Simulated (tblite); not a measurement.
C3H14BNSi.
Numbering: `[BH3-:1][N@H+:2]([CH3:3])[CH2:4][SiH2:5][CH3:6]` (hydrogens: H7, H8, H9 on B1; H10 on N2; H11, H12, H13 on C3; H14, H15 on C4; H16, H17 on Si5; H18, H19, H20 on C6)

Computed with GFN2-xTB (tblite), gas phase: L-BFGS steps from a force-field or distance-geometry start until the largest atomic force falls under 0.01 eV/Å.

Step 21: E = -528.8270 eV
```
atom  x, y, z in Å  |  force x, y, z in eV/Å
B1     -1.1396    1.4316   -0.5296    0.014  -0.036   0.003
N2     -1.1981   -0.1655   -0.0979    0.008   0.086  -0.063
C3     -2.3852   -0.4527    0.6995    0.023  -0.011  -0.026
C4      0.0378   -0.6253    0.5362   -0.042  -0.051  -0.026
Si5     1.5436   -0.7841   -0.6644   -0.054  -0.006   0.084
C6      2.9592    0.2702    0.0319   -0.007   0.026  -0.019
H7     -2.2327    1.8716   -0.3672   -0.044   0.017  -0.092
H8     -0.8123    1.4359   -1.6765    0.072   0.077  -0.021
H9     -0.3487    1.9521    0.1897    0.050   0.048   0.000
H10    -1.3047   -0.6485   -0.9838    0.028  -0.031  -0.017
H11    -2.4317    0.2189    1.5552    0.096  -0.044   0.009
H12    -2.3842   -1.4902    1.0429   -0.044  -0.057   0.070
H13    -3.2653   -0.2803    0.0852   -0.067   0.015   0.051
H14    -0.1510   -1.6045    0.9923    0.041  -0.063   0.028
H15     0.2635    0.0649    1.3529   -0.024  -0.043  -0.068
H16     1.9130   -2.2175   -0.6496   -0.016   0.069   0.025
H17     1.1757   -0.4627   -2.0486   -0.007   0.025   0.126
H18     2.9797    1.2450   -0.4441   -0.022   0.049  -0.026
H19     2.8453    0.4401    1.0998    0.007  -0.044  -0.003
H20     3.9305   -0.1883   -0.1269   -0.012  -0.025  -0.035
```

Step 22: E = -528.8306 eV
```
atom  x, y, z in Å  |  force x, y, z in eV/Å
B1     -1.1391    1.4265   -0.5309    0.007   0.002  -0.010
N2     -1.1964   -0.1666   -0.0989   -0.042   0.032  -0.041
C3     -2.3862   -0.4502    0.6993    0.039  -0.021  -0.015
C4      0.0392   -0.6283    0.5371   -0.130  -0.036   0.003
Si5     1.5442   -0.7837   -0.6624   -0.087   0.039   0.110
C6      2.9576    0.2704    0.0297    0.042   0.057   0.006
H7     -2.2327    1.8671   -0.3756   -0.058   0.013  -0.092
H8     -0.8064    1.4334   -1.6759    0.079   0.071  -0.032
H9     -0.3554    1.9515    0.1912    0.076   0.052   0.018
H10    -1.3028   -0.6510   -0.9842    0.020  -0.030  -0.009
H11    -2.4235    0.2178    1.5598    0.082  -0.062  -0.034
H12    -2.3920   -1.4900    1.0406   -0.037  -0.017   0.043
H13    -3.2687   -0.2692    0.0875   -0.004   0.009   0.085
H14    -0.1531   -1.6078    0.9914    0.050  -0.064   0.018
H15     0.2566    0.0604    1.3575    0.009  -0.043  -0.079
H16     1.9180   -2.2114   -0.6461   -0.005  -0.004   0.017
H17     1.1774   -0.4547   -2.0421   -0.021   0.021   0.077
H18     2.9780    1.2460   -0.4437   -0.026   0.060  -0.041
H19     2.8539    0.4401    1.0980   -0.013  -0.050   0.018
H20     3.9261   -0.1899   -0.1354    0.023  -0.028  -0.042
```

Step 23: E = -528.8347 eV
```
atom  x, y, z in Å  |  force x, y, z in eV/Å
B1     -1.1379    1.4213   -0.5327    0.004   0.069  -0.028
N2     -1.1953   -0.1670   -0.1015   -0.090  -0.057  -0.006
C3     -2.3859   -0.4484    0.6985    0.031  -0.036   0.004
C4      0.0382   -0.6321    0.5376   -0.184  -0.019   0.033
Si5     1.5428   -0.7829   -0.6578   -0.089   0.080   0.114
C6      2.9555    0.2714    0.0274    0.081   0.075   0.028
H7     -2.2331    1.8631   -0.3864   -0.053   0.002  -0.089
H8     -0.7981    1.4334   -1.6759    0.081   0.056  -0.030
H9     -0.3608    1.9520    0.1927    0.078   0.041   0.027
H10    -1.2999   -0.6537   -0.9860    0.003  -0.025  -0.007
H11    -2.4115    0.2152    1.5641    0.062  -0.067  -0.065
H12    -2.3990   -1.4902    1.0394   -0.021   0.031   0.001
H13    -3.2727   -0.2587    0.0925    0.059   0.003   0.111
H14    -0.1549   -1.6123    0.9910    0.039  -0.056   0.002
H15     0.2484    0.0552    1.3606    0.037  -0.033  -0.070
H16     1.9233   -2.2045   -0.6411    0.002  -0.074   0.010
H17     1.1783   -0.4449   -2.0327   -0.040   0.015   0.021
H18     2.9747    1.2478   -0.4441   -0.023   0.057  -0.043
H19     2.8622    0.4391    1.0966   -0.024  -0.047   0.032
H20     3.9205   -0.1929   -0.1452    0.047  -0.015  -0.046
```

**Question.** Estimate the geometry and energy of step 24. (The exact step hangs on the optimiser's Hessian estimate; all steps are aligned on step 23, rigid shifts and turns removed.)

**Answer.** E = -528.8400 eV, largest force 0.189 eV/Å
```
atom  x, y, z in Å  |  force x, y, z in eV/Å
B1     -1.1363    1.4160   -0.5355    0.005   0.142  -0.045
N2     -1.1954   -0.1686   -0.1049   -0.120  -0.143   0.028
C3     -2.3854   -0.4468    0.6978    0.000  -0.048   0.030
C4      0.0338   -0.6376    0.5389   -0.180  -0.005   0.056
Si5     1.5395   -0.7805   -0.6499   -0.053   0.096   0.087
C6      2.9546    0.2740    0.0248    0.099   0.072   0.044
H7     -2.2347    1.8578   -0.4021   -0.028  -0.011  -0.084
H8     -0.7858    1.4343   -1.6766    0.076   0.035  -0.010
H9     -0.3666    1.9534    0.1953    0.056   0.015   0.023
H10    -1.2962   -0.6580   -0.9882   -0.027  -0.021  -0.013
H11    -2.3953    0.2108    1.5685    0.037  -0.054  -0.075
H12    -2.4094   -1.4903    1.0381    0.006   0.069  -0.046
H13    -3.2771   -0.2446    0.1008    0.107  -0.003   0.122
H14    -0.1564   -1.6195    0.9906    0.008  -0.042  -0.016
H15     0.2387    0.0477    1.3635    0.054  -0.012  -0.040
H16     1.9301   -2.1973   -0.6346   -0.002  -0.113   0.005
H17     1.1787   -0.4321   -2.0205   -0.059   0.004  -0.029
H18     2.9705    1.2514   -0.4453   -0.013   0.040  -0.030
H19     2.8728    0.4372    1.0953   -0.022  -0.035   0.037
H20     3.9146   -0.1966   -0.1589    0.057   0.015  -0.044
```

The energy changes by -0.0052 eV. The first-order estimate −F·Δx gives -0.0070 eV and the mean of the old and new forces, exact on a quadratic surface, -0.0052 eV. The step makes an angle of 71° with the force vector and moves no atom by more than 0.018 Å.

What follows is the cost of the whole relaxation. The run took 1.7 s on an Arm Neoverse N1 with one thread, no GPU, on a shared host.
